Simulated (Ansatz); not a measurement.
Basis sets compared for Re₂Te₃. Total charge 0; singlet. Geometry PBE-D4/def2-SVP. Ansatz on 4 threads of Arm Neoverse V1 on a shared host; times are rough, and most runs start from earlier orbitals.

Cartesian coordinates in Å:
```
Re 0.121 -1.039 0.385
Re -0.293 0.964 -0.474
Te -0.203 2.577 1.419
Te -2.076 -0.884 -1.063
Te 2.451 -1.617 -0.267
```

In the def2 sets Re, Te take a core potential; there is no spin–orbit coupling. The restricted singlet is unstable towards broken spin symmetry in Hartree–Fock (as tested in another run); at PBE-D4/def2-SVP, PBE-D4/def2-TZVP, PBE0-D4/def2-SVP, PBE0-D4/def2-TZVP this wasn't settled. No other spin state of charge 0 was run. Another isomer (singlet) lies 0.23 eV lower at PBE0-D4/def2-TZVP; other spin states weren't run for this one.

Binding counts from free atoms (Re sextet, Te triplet) in the same basis, without a counterpoise term.

| level | functions | energy (Eh) | HOMO (eV) | LUMO (eV) | binding per atom (eV) | wall time |
| --- | --- | --- | --- | --- | --- | --- |
| PBE-D4/def2-SVP | 142 | -960.8352 | -4.91 | -4.49 | 2.96 | 3.5 s |
| PBE0-D4/def2-SVP | 142 | -960.7105 | -5.83 | -4.17 | 2.33 | 7 s |

Q: Estimate the rows for PBE-D4/def2-TZVP (with forces), PBE0-D4/def2-TZVP.

A: 
```tsv
level	functions	energy (Eh)	HOMO (eV)	LUMO (eV)	binding per atom (eV)	wall time
PBE-D4/def2-TZVP (with forces)	230	-960.8969	-4.91	-4.49	3.09	7 s
PBE0-D4/def2-TZVP	230	-960.7742	-5.80	-4.13	2.49	18 s
```
